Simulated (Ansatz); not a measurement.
Relaxation of a periodic cell of 17 atoms, LiBe$_{16}$ (host Be, host structure hcp, interstitial Li), to a largest force component of 0.03 eV/Å in at most 60 steps.

Computed with DFT PBEsol, scalar-relativistic, plane waves, PAW (Ansatz). Settings: cutoff 420 eV, k mesh 5x6x4, gaussian smearing 0.1 eV, no spin polarisation.

```xyz
17
Lattice="-2.2900 -3.9664 0.0000 3.4350 -1.9832 0.0000 0.0000 0.0000 7.1769" Properties=species:S:1:pos:R:3:forces:R:3
Be 0.000 -3.966 0.000 0.04 -0.02 -0.25
Be 0.000 -2.644 1.794 0.04 -0.03 -0.02
Be 0.000 -3.966 3.588 -0.18 0.16 0.25
Be 0.000 -2.644 5.383 0.07 -4.09 2.81
Be -1.145 -1.983 0.000 -0.05 0.01 0.03
Be 2.290 -2.644 1.794 -0.02 0.01 0.05
Be -1.145 -1.983 3.588 -3.63 -2.02 -2.83
Be 2.290 -2.644 5.383 -3.36 2.05 2.31
Be 1.145 -1.983 0.000 0.02 -0.01 -0.05
Be 1.145 -0.661 1.794 0.05 0.00 -0.03
Be 1.145 -1.983 3.588 3.52 -1.92 -2.33
Be 1.145 -0.661 5.383 2.99 1.75 2.29
Be 0.000 0.000 0.000 -0.03 0.04 0.04
Be 1.145 -4.627 1.794 -0.04 0.02 0.24
Be 0.000 0.000 3.588 0.02 3.52 -2.30
Be 1.145 -4.627 5.383 0.23 -0.08 -0.25
Li -0.019 -1.356 4.482 0.34 0.61 0.04
```

Q: Where does it end, and by what steps?

A: It converged. Limits of this set-up: coarse k mesh. After 14 steps the energy has fallen by 4.598 eV; Be7 moved furthest, 1.13 Å.

```
step  energy less start (eV)  largest force component (eV/Å)  accepted
   0                  0.0000                           4.091       yes
   1                 -1.9687                           2.508       yes
   2                 -3.6082                           0.515       yes
   3                 -3.4189                           0.904        no
   4                 -3.7669                           0.212       yes
   5                 -3.8232                           0.152       yes
   6                 -3.8693                           0.255       yes
   7                 -3.9065                           0.512       yes
   8                 -4.0781                           0.436       yes
   9                 -4.2493                           0.623       yes
  10                 -4.4191                           0.248       yes
  11                 -4.5468                           0.145       yes
  12                 -4.5908                           0.177       yes
  13                 -4.5975                           0.036       yes
  14                 -4.5980                           0.011       yes
```

```xyz
17
Lattice="-2.2900 -3.9664 0.0000 3.4350 -1.9832 0.0000 0.0000 0.0000 7.1769" Properties=species:S:1:pos:R:3
Be 0.149 -4.016 0.052
Be 0.252 -2.760 1.822
Be -0.611 -3.734 3.643
Be 0.250 -2.759 5.460
Be -0.952 -2.004 0.052
Be 2.379 -2.643 1.816
Be -2.235 -1.675 3.639
Be 2.377 -2.641 5.466
Be 1.292 -2.011 0.054
Be 1.181 -0.719 1.813
Be 1.461 -1.777 3.642
Be 1.179 -0.719 5.471
Be 0.124 -0.015 0.052
Be 1.408 -4.701 1.821
Be -0.121 0.241 3.639
Be 1.407 -4.701 5.458
Li -0.401 -1.742 3.642
```

Whether the end is a true minimum wasn't checked by a vibrational analysis.

Run time: 3.8 min on 2 threads of Arm Neoverse N1, on a shared host, peak memory 0.5 GiB.
